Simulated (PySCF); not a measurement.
Dipole response of Ga (gallium, neutral)

[Ar] 3d10 4s2 4p1, 2P determinant. Calculation: PySCF 2.14, in aug-cc-pVDZ-PP with ECP10MDF (5s4p3d, 32 functions); scalar relativity through the core potential. Coupled (time-dependent) response in atomic units; α is the mean over directions. A double-zeta set is small for polarisabilities.

```tsv
method	mean α (bohr³)	α xx, yy, zz	C₆ (like pair)	S(−4)
UHF	56.75	44.79, 80.67, 44.79	494.3	1881
PBE	61.50	44.63, 95.24, 44.63	512.6	2962
PBE0	58.16	43.79, 86.89, 43.79	487.8	2354
BHandHLYP	55.89	42.78, 82.12, 42.78	465.8	2093
B97-3	59.93	45.54, 88.71, 45.54	508.5	2492
```

S(−4) is the Cauchy moment in α(ω) = α(0) + S(−4) ω² + …

Reference α: 50 ± 3 bohr³ (recommended; Schwerdtfeger and Nagle, table of static dipole polarizabilities (2023 update)). Published C₆: 498.0 (Chu and Dalgarno (2004); Tang, Norbeck and Certain (1976)).

Spin-orbit coupling is absent.

α(iu) at PBE:

| u (hartree) | α(iu) (bohr³) |
| --- | --- |
| 0 | 61.50 |
| 0.0500 | 55.33 |
| 0.100 | 44.43 |
| 0.200 | 27.92 |
| 0.300 | 18.43 |
| 0.500 | 9.384 |
| 0.750 | 4.975 |
| 1.00 | 3.048 |
| 1.50 | 1.466 |
| 2.00 | 0.8547 |
| 3.00 | 0.3924 |
| 5.00 | 0.1449 |

The components differ because the open shell of this determinant is not spherical; for a pure term their mean is the scalar polarisability.

Energies and moments cover only the electrons outside the core potential.
